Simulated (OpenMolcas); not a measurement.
Tc5+ (d2) among equal point charges was computed by CASSCF with the d shell active (OpenMolcas, ANO-RCC-VDZP on the metal). Its lowest spin-free states, and all those of the highest spin:

```tsv
2S+1	Degeneracy	E (cm-1)
3	3	0.0
3	3	2703
3	1	5953
1	3	13252
1	2	14042
3	3	16254
1	3	20148
1	3	21637
1	1	21903
1	2	22682
1	1	49826
```

Question: Is the site octahedral, tetrahedral or cube-like, axial, or of lower symmetry?

Answer: The states with 2S+1 = 3 have orbital degeneracies 3, 3, 1, 3. Threefold states need a cubic site. For d2 at this spin an octahedron puts the threefold T1 below the threefold T2 and a tetrahedron or cube puts the single A2 below the threefold T2, so the site is octahedral. The run had Tc5+ among 6 point charges of -1.36 e arranged as an octahedron (Oh), 2.22 Å from the ion.

An orbital triplet at a regular site is open to Jahn-Teller coupling, which can distort the site and quench the lowest spin-orbit gaps and is left out. Without dynamic correlation the repulsion within the d shell is too large (B by tens of per cent), so at a given field states of lower spin stand too high. This field is weak: 10Dq is about 3276 cm-1, while octahedral complexes of 4d ions of charge 3 and more, computed by the same method with explicit ligands, had a median near 25000 cm-1. Ground spin and moment need not be those of a real site. Point charges carry no covalency, so the field is a model and not that of real ligands. No measured value stands beside these numbers.
